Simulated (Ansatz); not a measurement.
Species: sum formula H11Si4O, charge 1, multiplicity 1. It need not be the lowest isomer of its formula. 
Coordinates optimised at B3LYP-D3(BJ)/def2-TZVP (Ansatz, a quantum-chemistry and plane-wave program):
SMILES: [OH2+][Si]([SiH3])([SiH3])[SiH3]
```xyz
16

O     -0.5718    -1.2593     1.3833
Si     0.0037    -0.0117     0.0283
Si    -0.3552     1.9999     1.2059
Si    -1.4849    -0.4293    -1.7525
Si     2.2065    -0.7954    -0.2800
H     -1.3982    -1.1183     1.8727
H     -0.3978    -2.2100     1.2924
H      0.7532     2.2251     2.1529
H     -1.6414     1.8143     1.9190
H     -0.4564     3.0604     0.1840
H     -2.8587    -0.1668    -1.2728
H     -1.3245    -1.8409    -2.1626
H     -1.0877     0.5050    -2.8254
H      2.6322    -0.3098    -1.6074
H      3.0670    -0.2996     0.8109
H      2.1054    -2.2741    -0.2541
```
Charge +1, spin multiplicity 1.

Total electronic energies in hartree. Valence correlation only, unless marked. No spin-orbit coupling. Non-relativistic. Basis-set limits of correlation are two-point, X^-3; Hartree-Fock from the larger set. The bracket is a focal-point correction in the basis named.

| level | program | energy (Eh) |
|---|---|---|
| HF/cc-pV(T+d)Z | Ansatz | -1236.86006 |
| RI-HF/cc-pV(T+d)Z | Ansatz | -1236.86000 |
| RI-HF/cc-pV(Q+d)Z | Ansatz | -1236.87984 |
| PBE0/6-31G* | Ansatz | ___ |
| PBE0/def2-SVP | Ansatz | -1238.54657 |
| PBE0/def2-TZVP | Ansatz | -1239.04370 |
| PBE0/def2-QZVPP | Ansatz | ___ |
| r2SCANh-D4/def2-TZVPD | Ansatz + dftd4 | -1239.46433 |
| CAM-B3LYP-D4/def2-TZVPD | Ansatz + dftd4 | -1239.62269 |
| LC-wPBE-D4/def2-TZVPD | Ansatz + dftd4 | -1239.23367 |
| wB97M-V/def2-TZVPD | Ansatz | -1239.47640 |
| RPA@PBE/cc-pV(Q+d)Z | Ansatz | -1238.29977 |
| MP2/6-31G | Ansatz | -1236.84241 |
| MP2/6-31G* | Ansatz | -1237.17942 |
| MP2/cc-pVTZ | Ansatz | -1237.59131 |
| SCS-MP2/STO-3G | Ansatz | -1222.78153 |
| CCSD(T)/STO-3G | Ansatz | -1222.83573 |
| CCSD(T)/6-31G* | Ansatz | -1237.27433 |
| CCSD(T)/cc-pV(T+d)Z | Ansatz | -1237.71667 |
| CCSD(T)/cc-pwCVTZ | Ansatz | -1237.72680 |
| RI-MP2/CBS(cc-pV(T+d)Z,cc-pV(Q+d)Z)+[CCSD(T)-MP2]/cc-pV(T+d)Z | Ansatz | -1237.8319 |
| RI-MP2/CBS(cc-pV(T+d)Z,cc-pV(Q+d)Z)+[CCSD(T)-MP2]/cc-pV(Q+d)Z | Ansatz | -1237.8262 |
| CCSD(T)/CBS(cc-pV(T+d)Z,cc-pV(Q+d)Z) | Ansatz | -1237.8224 |

Task: Fill in the missing entries.

Result: 
- PBE0/6-31G*, energy (Eh): -1238.89560
- PBE0/def2-QZVPP, energy (Eh): -1239.09121
